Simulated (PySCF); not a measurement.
PySCF 2.14 output of an unrestricted TPSS calculation on a single atom or ion in def2-SVP (5s4p3d, 32 functions), with no relativity, point nucleus:

```
SCF conv_tol = 1e-09
number electrons alpha = 17  beta = 15
    J. Tao, J. P. Perdew, V. N. Staroverov, and G. E. Scuseria.,  Phys. Rev. Lett. 91, 146401 (2003)
    J. P. Perdew, J. Tao, V. N. Staroverov, and G. E. Scuseria.,  J. Chem. Phys. 120, 6898 (2004)
    J. Tao, J. P. Perdew, V. N. Staroverov, and G. E. Scuseria.,  Phys. Rev. Lett. 91, 146401 (2003)
    J. P. Perdew, J. Tao, V. N. Staroverov, and G. E. Scuseria.,  J. Chem. Phys. 120, 6898 (2004)
cycle= 1 E= -2399.98411603205  delta_E= -0.00669  |g|= 0.126  |ddm|= 0.184
cycle= 2 E= -2399.98470274379  delta_E= -0.000587  |g|= 0.104  |ddm|= 0.0745
cycle= 3 E= -2399.9861338787  delta_E= -0.00143  |g|= 0.00101  |ddm|= 0.0408
cycle= 4 E= -2399.98613415571  delta_E= -2.77e-07  |g|= 0.000104  |ddm|= 0.00142
cycle= 5 E= -2399.98613415948  delta_E= -3.77e-09  |g|= 1.88e-06  |ddm|= 0.000172
cycle= 6 E= -2399.98613415948  delta_E= -1.36e-12  |g|= 4.32e-08  |ddm|= 1.17e-06
converged SCF energy = -2399.98613415948  <S^2> = 2.0020576  2S+1 = 3.0013715
```

The run itself started from symmetry-adapted Hartree-Fock orbitals and held the occupation by maximum overlap, on a logarithmic radial grid, so the iterations belong to that start.

Q: Which element, charge and spin multiplicity is this?

A: Se(2+) (selenium, charge +2), multiplicity 3; the state was [Ar] 3d10 4s2 4p2, high-spin 3P determinant.
